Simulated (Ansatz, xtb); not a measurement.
Molecule: C3H7O2, net charge 1, singlet state. It need not be the lowest isomer of its formula. 
Geometry from a B3LYP-D3(BJ)/def2-TZVP (Ansatz, a first-principles code) optimisation:
```xyz
12

C     -2.2224     0.3721    -0.2387
C     -0.9463    -0.2611     0.2330
O      0.1917     0.5026    -0.4058
C      1.3991     0.2236    -0.2148
O      1.8768    -0.7101     0.5174
H     -2.3194     0.3038    -1.3211
H     -3.0541    -0.1697     0.2151
H     -2.2831     1.4141     0.0711
H     -0.7998    -0.1699     1.3098
H     -0.8366    -1.2940    -0.0997
H      2.1376     0.8384    -0.7245
H      1.2257    -1.2696     0.9805
```
Charge +1, spin multiplicity 1.

Harmonic wavenumbers from GFN2-xTB (xtb, at its own minimum), cm⁻¹: -11, 184, 197, 342, 372, 662, 695, 814, 817, 953, 1010, 1084, 1109, 1114, 1220, 1261, 1289, 1295, 1395, 1410, 1452, 1466, 1610, 2936, 2942, 2944, 3070, 3073, 3074, 3275.

**Question.** Give the harmonic wavenumbers at B3LYP-D3(BJ)/def2-TZVP (Ansatz, finite differences of forces, unscaled).

**Answer.** 62, 198, 231, 331, 364, 663, 676, 762, 833, 972, 1067, 1123, 1163, 1169, 1309, 1372, 1402, 1412, 1429, 1479, 1493, 1498, 1658, 3058, 3060, 3120, 3128, 3151, 3189, 3669 cm⁻¹. Zero-point energy 64.4 kcal/mol.

**Question.** From these and the geometry, give the ideal-gas thermochemistry at 298.15 K and 1 atm (rigid rotor, harmonic oscillator).

**Answer.** Point group Cs, rotational symmetry number 1. Rotational constants 17.1, 2.709, 2.411 GHz. S(trans) 38.86, S(rot) 25.47, S(vib) 12.35, S(elec, spin only) 0.00, S 76.7 cal/(mol K). H(298) - H(0) 4.39 kcal/mol; G - E(el) 45.9 kcal/mol.
